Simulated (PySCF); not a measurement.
# `C(=C(/C=C)C(=O)Cl)/OC`, C₆H₇ClO₂

Geometry (Å), atoms numbered from 1 in this order:
```xyz
16

C    -2.495    0.310   -1.145
C    -1.393   -0.132   -0.554
C    -0.314    0.664    0.035
C     0.742    0.027    0.609
O     0.831   -1.299    0.659
C     1.986   -1.834    1.276
C    -0.385    2.109   -0.007
O    -1.215    2.813   -0.483
Cl    1.005    2.944    0.788
H    -2.715    1.356   -1.258
H    -3.218   -0.382   -1.541
H    -1.220   -1.196   -0.466
H     1.556    0.592    1.050
H     1.874   -2.916    1.245
H     2.890   -1.543    0.734
H     2.066   -1.503    2.315
```

The calculation used GIAO PBE0/pcSseg-1 magnetisability, rotational g tensor and spin-rotation constants, non-relativistic, gas phase (PySCF 2.14.0). Geometry: GFN2-xTB.

Q: What are the magnetisability and the molar susceptibility?

A: Isotropic -1236 × 10⁻³⁰ J/T², or -74.5 × 10⁻⁶ cm³/mol; principal values -1435, -1204, -1069 × 10⁻³⁰ J/T², anisotropy 321 × 10⁻³⁰ J/T² (root of half the summed squared differences of the principal values). The susceptibility is in cgs units.

Q: Split it along the inertial axes a, b, c into diamagnetic and paramagnetic parts about the centre of mass, with the quadrupole moment.

A: 
```
axis  χ (10⁻⁶ cm³/mol)  diamagnetic (10⁻⁶ cm³/mol)  paramagnetic (10⁻⁶ cm³/mol)  summed x² of all electrons (Å²)  quadrupole Θ (D Å)
   a             -65.0                      -848.3                        783.3                            270.9               +4.50
   b             -71.9                     -1210.6                       1138.7                            185.5               +0.70
   c             -86.4                     -1936.3                       1849.8                             14.5               -5.21
```
Anisotropies 2χaa − χbb − χcc = +28.4 and 2χbb − χaa − χcc = +7.6 × 10⁻⁶ cm³/mol. Θ is traceless in Buckingham's convention.

Q: And the rotational g tensor?

A: 
```
axis  rotational constant (GHz)        g  nuclear part  electronic part
   a                     1.5918  -0.0303        0.5554          -0.5858
   b                     1.0623  -0.0157        0.5526          -0.5683
   c                     0.6398  -0.0040        0.5520          -0.5560
```
Asymmetric top; isotopes 12C, 35Cl, 1H, 16O; no vibrational averaging.
